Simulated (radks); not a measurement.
Values are calculated unless marked as measured or tabulated.
Q: These are the eigenvalues of the occupied orbitals of an atom or ion with whole-number occupations (hartree). Code: a radial shooting solver on a logarithmic mesh with Libxc functionals. Model: Dirac Kohn-Sham, LDA (Slater exchange, Perdew-Wang correlation), spin-unpolarised, spherical densities, point nucleus.

1s1/2: -889.3929
2s1/2: -132.3770
2p1/2: -123.0741
2p3/2: -117.2258
3s1/2: -26.23193
3p1/2: -22.55799
3p3/2: -21.53684
3d3/2: -15.01038
3d5/2: -14.80632
4s1/2: -5.92475
4p1/2: -4.75456
4p3/2: -4.57515
4d3/2: -2.74141
4d5/2: -2.71625

Which element is it, and in what charge state? The configuration may be excited. Open shells, if any, are shared by 2j + 1.

A: Z = 46, palladium, charge +5: Pd5+ in [Kr] 4d5. The list shows which subshells hold electrons but not how many an open one holds; the 1s level, -889.39 hartree, gives Z - s = 42.2 by -(Z - s)^2/2, which with screening and relativity narrows Z to a few neighbours, and the depths of the outer levels then fix element, charge and occupations together.
